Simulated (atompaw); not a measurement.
**Reading a pseudo-wave (V (Z = 23))**

Columns: radius, all-electron u(r) and pseudo u(r) of the 4p shell (level -4.02 eV) of vanadium in the configuration [Ne] 3s2 3p6 3d3 4s1.5 4p0; PBE, scalar-relativistic, PAW (atompaw) scheme, atompaw 4.2.0.5.

```csv
r (bohr),all-electron,pseudo
0.088,0.0880,-0.0038
0.177,0.1222,-0.0150
0.265,0.0713,-0.0322
0.354,-0.0142,-0.0537
0.442,-0.0963,-0.0768
0.531,-0.1597,-0.0993
0.619,-0.1981,-0.1180
0.708,-0.2134,-0.1308
0.796,-0.2087,-0.1355
0.885,-0.1885,-0.1310
0.973,-0.1574,-0.1167
1.062,-0.1184,-0.0928
1.150,-0.0751,-0.0610
1.238,-0.0294,-0.0229
1.327,0.0176,0.0200
1.415,0.0638,0.0644
1.504,0.1093,0.1093
1.592,0.1524,0.1524
1.681,0.1938,0.1938
1.769,0.2324,0.2324
1.858,0.2689,0.2689
1.946,0.3023,0.3023
2.035,0.3334,0.3334
2.123,0.3616,0.3616
2.212,0.3877,0.3877
2.300,0.4109,0.4109
```

Q: How many radial nodes do the two functions have?

A: The all-electron 4p function has n − l − 1 = 2; the pseudo-wave has 1, since 1 lower shell of the same l stays in the valence.

Q: At about which radius was the pseudo-wave matched?

A: 1.65 bohr. The columns agree to 0.0005 from 1.50 bohr on; several derivatives are matched, so the curves merge somewhat inside the radius.

Q: Is the pseudo-wave norm-conserving?

A: No, it belongs to a PAW set: the norm inside the radius is not constrained, and the difference is carried by the augmentation charge.
